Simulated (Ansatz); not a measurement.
Species: H5B2N, SMILES `BBN` (charge 0, multiplicity 1).

### Question
Give a relaxed geometry from B3LYP-D3(BJ)/def2-TZVP run with Ansatz (an electronic-structure program).

### Answer
This is not unique; one that fits is the end point of this relaxation, one of several conformers (outside a Z-matrix the atoms follow the SMILES, hydrogens last).
Z-matrix (Å, degrees):
```
B
N 1 1.3938
H 2 1.0065 1 124.10
H 2 1.0068 3 112.95 1 -179.98
H 1 1.2062 2 116.09 3 -179.97
B 1 1.6630 5 115.44 2 -180.00
H 6 1.1970 1 122.23 5 -87.15
H 6 1.1970 7 115.32 1 -174.68
```
